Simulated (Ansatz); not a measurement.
Cost and result for the atomization energy of CH7GaOSi (11 atoms, 9 bonds).

```xyz
11

C    -2.1101    0.9091    0.5206
Ga   -0.6355    1.8319   -0.5829
Si    2.0415   -0.8481   -0.5223
O     0.5417   -0.2590   -0.0984
H    -2.4276   -0.0330    0.0537
H    -3.0019    1.5372    0.6162
H    -1.7637    0.6828    1.5378
H     1.8986   -2.0587   -1.3708
H     2.6926    0.2479   -1.2683
H     2.8159   -1.2003    0.6952
H    -0.0514   -0.8098    0.4193
```

The species carries charge 0 and has multiplicity 1. Correlated methods include outer-core shells of Ga, which these sets cover unevenly. Scalar relativity is left out up to krypton. The bonds changed during the relaxation, so this is another structure than the one it started from. The geometry is a stationary point of PBE0-D4/def2-TZVP. It is one conformer, not always the lowest. Program: Ansatz. All runs use 4 threads of an Arm Neoverse V1 on a shared host. Times are those of one run each, without the atoms' runs, and a repeat can differ threefold. Electronic energies, without spin–orbit coupling; frozen cores. CCSD(T)/CBS adds CCSD(T) − MP2 in def2-TZVPP to the MP2 limit, and its time is that of the two runs behind it. T1 = 0.012; the RHF reference is unstable towards UHF. With those shells the extrapolation isn't a true limit. B3LYP takes the VWN-RPA correlation (the form of Gaussian; ORCA's B3LYP/G).

CCSD(T)/CBS is a level of theory with its own doubt, some kJ/mol a heavy atom from the limit and from the frozen cores, so smaller differences don't rank the functionals.

```csv
level,functions,wall time
PBE-D4/def2-TZVPP (with forces),250,2.5 s
PBE0-D4/def2-TZVPP,250,3.1 s
B3LYP-D4/def2-TZVPP (with forces),250,4.7 s
r2SCAN-D4/def2-TZVPP (with forces),250,4.8 s
B2PLYP/def2-TZVPP,250,5.5 s
ωB97X-V/def2-TZVPP,250,8.5 s
ωB97M-V/def2-TZVPP (with forces),250,12 s
MP2/def2-QZVPP,483,28 s
CCSD(T)/def2-TZVPP,250,2.6 min
CCSD(T)/CBS(def2),–,3 min
```

What atomization energy does each give, and how far from CCSD(T)/CBS? (Best estimate.)

Ansatz gave: 
```json
{"level": "PBE-D4/def2-TZVPP (with forces)", "atomization (kcal/mol)": "841.7", "difference from CCSD(T)/CBS": "-4.3", "per bond": "-0.5"}
{"level": "PBE0-D4/def2-TZVPP", "atomization (kcal/mol)": "831.7", "difference from CCSD(T)/CBS": "-14.3", "per bond": "-1.6"}
{"level": "B3LYP-D4/def2-TZVPP (with forces)", "atomization (kcal/mol)": "841.3", "difference from CCSD(T)/CBS": "-4.7", "per bond": "-0.5"}
{"level": "r2SCAN-D4/def2-TZVPP (with forces)", "atomization (kcal/mol)": "840.2", "difference from CCSD(T)/CBS": "-5.8", "per bond": "-0.6"}
{"level": "B2PLYP/def2-TZVPP", "atomization (kcal/mol)": "831.8", "difference from CCSD(T)/CBS": "-14.2", "per bond": "-1.6"}
{"level": "ωB97X-V/def2-TZVPP", "atomization (kcal/mol)": "843.0", "difference from CCSD(T)/CBS": "-3.0", "per bond": "-0.3"}
{"level": "ωB97M-V/def2-TZVPP (with forces)", "atomization (kcal/mol)": "842.7", "difference from CCSD(T)/CBS": "-3.3", "per bond": "-0.4"}
{"level": "MP2/def2-QZVPP", "atomization (kcal/mol)": "840.9", "difference from CCSD(T)/CBS": "-5.1", "per bond": "-0.6"}
{"level": "CCSD(T)/def2-TZVPP", "atomization (kcal/mol)": "825.3", "difference from CCSD(T)/CBS": "-20.7", "per bond": "-2.3"}
{"level": "CCSD(T)/CBS(def2)", "atomization (kcal/mol)": "846.0", "difference from CCSD(T)/CBS": "0.0", "per bond": "0.0"}
```

In def2-TZVPP, CCSD(T) changes the Hartree–Fock value by +202.9 kcal/mol (the triples alone add +9.3 kcal/mol) and MP2 by +206.2 kcal/mol; breaking electron pairs costs correlation energy, which Hartree–Fock lacks. From PBE to PBE0 (25 % exact exchange), in def2-TZVPP and without D4, the atomization energy moves by −9.2 kcal/mol: exact exchange takes away binding that semilocal exchange gives to molecules. The D4 term adds +8.7 kcal/mol with B3LYP and +4.5 kcal/mol with PBE0; it sums over pairs of atoms, weighted by their polarisabilities, and B3LYP, whose exchange is more repulsive, gets the larger term.
